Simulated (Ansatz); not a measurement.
Calculated with Ansatz (gas phase, PBE0-D4/def2-TZVP geometries, no zero-point term in ΔE). CCSD(T)/CBS is the MP2 limit (def2-TZVPP, def2-QZVPP) plus CCSD(T) − MP2 in def2-TZVPP, frozen cores. This one scheme is used for every species. DFT in def2-TZVPP. B3LYP here is the variant with VWN-RPA as its local correlation; programs differ in this. Each species was taken in one conformer, which may not be the lowest.

Consider the ligand exchange at the Si–C bond: `C[Si](C)(C)O` + PH₃ → `C[Si](C)(O)P` + CH₄.

`C[Si](C)(C)O`:

Z-matrix (Å, degrees):
```
C
Si 1 1.870
H 1 1.093 2 111.0
H 1 1.094 2 111.5 3 -120.3
H 1 1.094 2 111.0 3 120.0
C 2 1.870 1 109.3 3 179.2
C 2 1.861 1 111.0 3 -58.1
O 2 1.660 1 110.3 3 57.6
H 6 1.093 2 111.0 1 -179.2
H 6 1.094 2 111.5 1 -58.9
H 6 1.094 2 111.0 1 60.8
H 7 1.093 2 111.1 1 -60.9
H 7 1.093 2 110.8 1 179.0
H 7 1.093 2 110.8 1 59.2
H 8 0.957 2 117.5 1 60.4
```

PH₃:

```xyz
4

P    -0.122    0.526    0.213
H     0.745   -0.390    0.864
H     0.490    0.325   -1.053
H    -1.114   -0.461   -0.024
```

`C[Si](C)(O)P`:

Cartesian coordinates in Å:
```
C -0.872 0.460 1.278
Si 0.348 -0.209 0.030
C 0.623 1.047 -1.325
O 1.771 -0.609 0.779
P -0.293 -2.149 -0.923
H -0.505 1.389 1.727
H -1.047 -0.261 2.080
H -1.831 0.679 0.804
H 0.991 1.991 -0.912
H -0.307 1.258 -1.860
H 1.357 0.685 -2.049
H 2.130 0.018 1.408
H -1.549 -1.613 -1.323
H -0.815 -2.685 0.285
```

CH₄:

```xyz
5

C     0.000    0.000    0.000
H    -0.118    1.024   -0.352
H     0.987   -0.120    0.446
H    -0.105   -0.687   -0.839
H    -0.764   -0.218    0.745
```

CCSD(T)/CBS gives -5.1 kcal/mol.

(1) Another level gave -5.4 kcal/mol. Which?
A. HF/def2-TZVPP
B. SCS-MP2/def2-TZVPP
C. PBE-D4/def2-TZVPP
D. B3LYP-D4/def2-TZVPP

(2) What do rigid-rotor, harmonic-oscillator terms from PBE0-D4/def2-TZVP frequencies (298.15 K, 1 bar) make of the CCSD(T)/CBS value? (Best estimate.)

Largest T1 diagnostic among the species: 0.013.

Answers

(1) D. B3LYP-D4 -5.4, PBE-D4 -6.9, SCS-MP2/def2-TZVPP -4.3, HF/def2-TZVPP -2.8 kcal/mol.

(2) The calculation gave: ΔZPE = +1.2 kcal/mol, ΔH = -3.6 kcal/mol, ΔS = -7 J/(mol·K), ΔG = -3.1 kcal/mol.

In def2-TZVPP, CCSD(T) changes the Hartree–Fock value by −1.6 kcal/mol (the triples alone add −0.6 kcal/mol) and MP2 by −2.2 kcal/mol. Leaving LDA and LC-ωPBE aside and taking each functional with its dispersion term where it has one, the values, not all of them listed here, spread over 2.8 kcal/mol, from revPBE-D4 to ωB97M-V. LDA lies +0.7 kcal/mol from PBE without D4.
